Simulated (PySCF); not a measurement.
A calculated (UHF, PySCF 2.14, x2c-TZVPall, scalar relativity by spin-free X2C-1e) atom or ion has these occupied shells.

```json
{"shell": "1s α", "electrons": "1", "orbital energy (eV)": "-2893.0", "rms radius, mean of both spins (bohr)": "0.105"}
{"shell": "1s β", "electrons": "1", "orbital energy (eV)": "-2891.8", "rms radius, mean of both spins (bohr)": "0.105"}
{"shell": "2s α", "electrons": "1", "orbital energy (eV)": "-318.54", "rms radius, mean of both spins (bohr)": "0.478"}
{"shell": "2s β", "electrons": "1", "orbital energy (eV)": "-317.42", "rms radius, mean of both spins (bohr)": "0.478"}
{"shell": "2p α", "electrons": "3", "orbital energy (eV)": "-248.17", "rms radius, mean of both spins (bohr)": "0.450"}
{"shell": "2p β", "electrons": "3", "orbital energy (eV)": "-246.07", "rms radius, mean of both spins (bohr)": "0.450"}
{"shell": "3s α", "electrons": "1", "orbital energy (eV)": "-57.719", "rms radius, mean of both spins (bohr)": "1.56"}
{"shell": "3s β", "electrons": "1", "orbital energy (eV)": "-46.755", "rms radius, mean of both spins (bohr)": "1.56"}
{"shell": "3p α", "electrons": "3", "orbital energy (eV)": "-39.675", "rms radius, mean of both spins (bohr)": "1.72"}
```

(1) Name the element and its charge.

## Answers

(1) Cl²⁺ (chlorine, charge +2), in [Ne] 3s2 3p3, high-spin 4S determinant.
